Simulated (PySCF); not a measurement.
SMILES C=C[CH2][Al]([CH3])[O]C, GFN2-xTB optimised geometry.

```
18

Al     0.44    -0.06     0.00
C     -0.44     1.77     0.00
C     -1.90     1.68    -0.23
C     -2.82     1.68     0.73
H      0.03     2.39    -0.77
H     -0.24     2.25     0.97
H     -2.21     1.60    -1.26
H     -2.56     1.75     1.77
H     -3.87     1.59     0.51
C     -0.57    -1.78     0.02
H     -0.35    -2.39    -0.85
H     -1.65    -1.61     0.03
H     -0.33    -2.38     0.90
O      2.09    -0.06     0.00
C      3.49    -0.07     0.00
H      3.87     0.95    -0.07
H      3.86    -0.53     0.92
H      3.85    -0.65    -0.86
```

Density from PBE0/def2-SVP (PySCF 2.14.0) at that geometry.

Minimum of the electron density along straight lines between bonded atoms, close to the bond critical point (lines longer than 1.1 times the sum of covalent radii, or with two minima, are not listed):

```json
[
 {"bond": "Al1–C2", "length / Å": "2.029", "ρ at the minimum / e bohr⁻³": "0.074", "∇²ρ there / e bohr⁻⁵": "0.27", "position (fraction from the first atom)": "0.39"},
 {"bond": "C2–C3", "length / Å": "1.482", "ρ at the minimum / e bohr⁻³": "0.260", "∇²ρ there / e bohr⁻⁵": "-0.60", "position (fraction from the first atom)": "0.49"},
 {"bond": "C3–C4", "length / Å": "1.325", "ρ at the minimum / e bohr⁻³": "0.343", "∇²ρ there / e bohr⁻⁵": "-0.92", "position (fraction from the first atom)": "0.51"},
 {"bond": "C2–H5", "length / Å": "1.097", "ρ at the minimum / e bohr⁻³": "0.265", "∇²ρ there / e bohr⁻⁵": "-0.91", "position (fraction from the first atom)": "0.62"},
 {"bond": "C2–H6", "length / Å": "1.097", "ρ at the minimum / e bohr⁻³": "0.265", "∇²ρ there / e bohr⁻⁵": "-0.91", "position (fraction from the first atom)": "0.62"},
 {"bond": "C3–H7", "length / Å": "1.084", "ρ at the minimum / e bohr⁻³": "0.281", "∇²ρ there / e bohr⁻⁵": "-1.05", "position (fraction from the first atom)": "0.63"},
 {"bond": "C4–H8", "length / Å": "1.078", "ρ at the minimum / e bohr⁻³": "0.280", "∇²ρ there / e bohr⁻⁵": "-1.05", "position (fraction from the first atom)": "0.63"},
 {"bond": "C4–H9", "length / Å": "1.077", "ρ at the minimum / e bohr⁻³": "0.281", "∇²ρ there / e bohr⁻⁵": "-1.06", "position (fraction from the first atom)": "0.63"},
 {"bond": "Al1–C10", "length / Å": "1.996", "ρ at the minimum / e bohr⁻³": "0.079", "∇²ρ there / e bohr⁻⁵": "0.29", "position (fraction from the first atom)": "0.40"},
 {"bond": "C10–H11", "length / Å": "1.093", "ρ at the minimum / e bohr⁻³": "0.265", "∇²ρ there / e bohr⁻⁵": "-0.91", "position (fraction from the first atom)": "0.62"},
 {"bond": "C10–H13", "length / Å": "1.093", "ρ at the minimum / e bohr⁻³": "0.265", "∇²ρ there / e bohr⁻⁵": "-0.91", "position (fraction from the first atom)": "0.62"},
 {"bond": "Al1–O14", "length / Å": "1.653", "ρ at the minimum / e bohr⁻³": "0.100", "∇²ρ there / e bohr⁻⁵": "1.02", "position (fraction from the first atom)": "0.44"},
 {"bond": "O14–C15", "length / Å": "1.397", "ρ at the minimum / e bohr⁻³": "0.254", "∇²ρ there / e bohr⁻⁵": "-0.27", "position (fraction from the first atom)": "0.66"},
 {"bond": "C15–H16", "length / Å": "1.093", "ρ at the minimum / e bohr⁻³": "0.282", "∇²ρ there / e bohr⁻⁵": "-1.07", "position (fraction from the first atom)": "0.63"},
 {"bond": "C15–H17", "length / Å": "1.093", "ρ at the minimum / e bohr⁻³": "0.281", "∇²ρ there / e bohr⁻⁵": "-1.06", "position (fraction from the first atom)": "0.63"},
 {"bond": "C15–H18", "length / Å": "1.093", "ρ at the minimum / e bohr⁻³": "0.281", "∇²ρ there / e bohr⁻⁵": "-1.06", "position (fraction from the first atom)": "0.63"}
]
```
